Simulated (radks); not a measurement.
The numbers below are computed, except where a source is named.
Kinetic energies: the exact non-interacting value of the Kohn-Sham orbitals and orbital-free approximations, in hartree. Species: Br2+ [Ar] 3d10 4s2 4p3; Ca2+ [Ar]; Pd [Kr] 4d10. Code: a radial shooting solver on a logarithmic mesh with Libxc functionals. Model: non-relativistic Kohn-Sham, r2SCAN, spin-polarised, spherical densities, point nucleus; meta-GGA in the generalised Kohn-Sham scheme. Every spin shell is full or empty, so the densities are truly spherical. Functionals are evaluated on that one density, not self-consistently.

functional	Br2+	Ca2+	Pd
exact	2571.49	676.246	4938.13
Thomas-Fermi	2419.0	629.52	4670.7
von Weizsacker	1205.4	383.94	2110.0
TF + vW	3624.3	1013.5	6780.8
TF + vW/9	2552.9	672.18	4905.2
TF + vW/5	2660.0	706.31	5092.8
LC94	2572.4	677.09	4942.2
APBEK	2574.4	677.87	4945.2
revAPBEK	2580.1	680.00	4954.4
Thakkar	2559.4	675.12	4912.1
Pearson	2543.6	666.93	4892.2
PG1	3020.7	828.89	5708.9
DePristo-Kress	2569.6	676.67	4934.8
Ernzerhof	2561.9	675.84	4919.6
